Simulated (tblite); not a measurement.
Isomers of C5H8SSi. Calculated harmonic vibrations of the isolated species, GFN2-xTB (tblite), most abundant isotopes, no scaling. The method is semi-empirical: single wavenumbers can be off by several per cent or more. Modes of hydrogen on silicon can be 10 to 20 % off. One conformer each.

Electronic energies: GFN2-xTB at the same geometries; isomer energies are rough at this level and their order can be wrong.

```csv
SMILES,"electronic energy, lowest = 0 (kcal/mol)"
C#C[SiH2]SC1CC1,8.7
CSC1=CC=C[SiH2]1,0.0
CC(=S)C#CC[SiH3],6.9
```

Problem. How do GFN2-xTB zero-point energies change the relative energies?

Solution. 
```
          SMILES  ZPE (kcal/mol)  of it from modes above 1550 cm⁻¹  electronic (kcal/mol)  with ZPE, lowest = 0 (kcal/mol)  lowest mode (cm⁻¹)  rings
CSC1=CC=C[SiH2]1            67.6                              35.0                    0.0                              0.0                  45      1
CC(=S)C#CC[SiH3]            65.1                              34.5                    6.9                              4.4                  27      0
 C#C[SiH2]SC1CC1            67.4                              36.6                    8.7                              8.5                  30      1
```

The zero-point energies span 2.5 kcal/mol, from `CC(=S)C#CC[SiH3]` to `CSC1=CC=C[SiH2]1`. The order is unchanged.
